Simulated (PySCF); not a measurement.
NbO3, SMILES [O]1[O][Nb]1=[O] (connectivity only; charge and spin as stated), neutral, multiplicity 2.

Geometry: PBE0-D3(BJ)/def2-TZVP. The multiplicity is an assumed one; other spin states were not compared. The def2 effective core potentials stand for the cores of Nb; spin–orbit coupling is left out.

Method: PBE0/def2-TZVPD in PySCF.

Gas-phase values at a fixed geometry.

Estimate the frontier levels, dipole moment and polarisability. (Estimate from the structure and the level; the computed values follow.)


```yaml
"α spin, highest occupied and lowest empty level": -6.02 and -3.51 eV
"β spin, highest occupied and lowest empty level": -7.21 and -2.81 eV
dipole_moment: 5.56 D
quadrupole, principal values (traceless, Buckingham form, about the centre of nuclear charge): -13.26, 5.69, 7.57 D·Å
mean_static_polarisability: 59.5 bohr³ (8.82 Å³)
polarisability_principal_values: 37.8, 55.8, 85.0 bohr³
"⟨S²⟩": 0.757 (pure state 0.75)
```
